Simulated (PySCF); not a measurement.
CH6BClGeO, SMILES CO[B](Cl)[GeH3]. The structure is a stationary point at PBE0-D3(BJ)/def2-SVP. The values are those of a single conformer.

Computed equilibrium geometry at PBE0-D3(BJ)/def2-SVP (PySCF confirms it by a frequency run) as Cartesian coordinates in Å, and its point group (one conformer of several):
point group Cs.
```xyz
11

B     -0.0506    -0.6981     0.0000
Cl     1.3244    -1.8101     0.0000
Ge     0.3130     1.3525     0.0000
H     -0.3153     2.0332     1.2361
H     -0.3153     2.0332    -1.2361
H      1.8202     1.6513     0.0000
O     -1.2611    -1.2634     0.0000
C     -2.4850    -0.5719     0.0000
H     -3.0591    -0.8594     0.8930
H     -3.0591    -0.8594    -0.8930
H     -2.3493     0.5218     0.0000
```
Charge 0, spin multiplicity 1.
